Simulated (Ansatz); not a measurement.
One change: `N[SiH2][GeH3]` becomes `[AlH2][SiH2][GeH3]`.

Ansatz, PBE0-D4/def2-TZVP geometries, multiplicity 1. Each molecule was computed in one conformer, which needn't be the lowest.

Scalar relativity is left out up to krypton.

| property | `N[SiH2][GeH3]` |
| --- | --- |
| LUMO energy (B3LYP/def2-TZVPP) / eV | -0.25 |
| zero-point energy (PBE0-D4/def2-TZVP) / kJ/mol | 173.5 |
| LUMO energy (PBE0/def2-TZVPP) / eV | -0.02 |
| size of the dipole moment (PBE/def2-TZVPP) / D | 1.57 |
| size of the dipole moment (B3LYP/def2-TZVPP) / D | 1.58 |
| HOMO–LUMO gap (ωB97M-V/def2-TZVPP) / eV | 11.15 |

Give the same properties after the change, and the shifts. (Best estimate.)

The calculation gave: 
| property | `[AlH2][SiH2][GeH3]` | shift |
| --- | --- | --- |
| LUMO energy (B3LYP/def2-TZVPP) / eV | -2.38 | -2.13 |
| zero-point energy (PBE0-D4/def2-TZVP) / kJ/mol | 139.6 | -33.9 |
| LUMO energy (PBE0/def2-TZVPP) / eV | -2.20 | -2.18 |
| size of the dipole moment (PBE/def2-TZVPP) / D | 0.31 | -1.26 |
| size of the dipole moment (B3LYP/def2-TZVPP) / D | 0.44 | -1.14 |
| HOMO–LUMO gap (ωB97M-V/def2-TZVPP) / eV | 8.79 | -2.36 |

With PBE0 the HOMO falls by 0.11 eV and the LUMO falls by 2.18 eV, so the gap narrows by about 2.07 eV. PBE moves the HOMO by -0.42 eV and ωB97M-V by 0.18 eV. Dipoles are sizes alone; their direction can turn.

B3LYP here is the variant with VWN-RPA as its local correlation; programs differ in this.
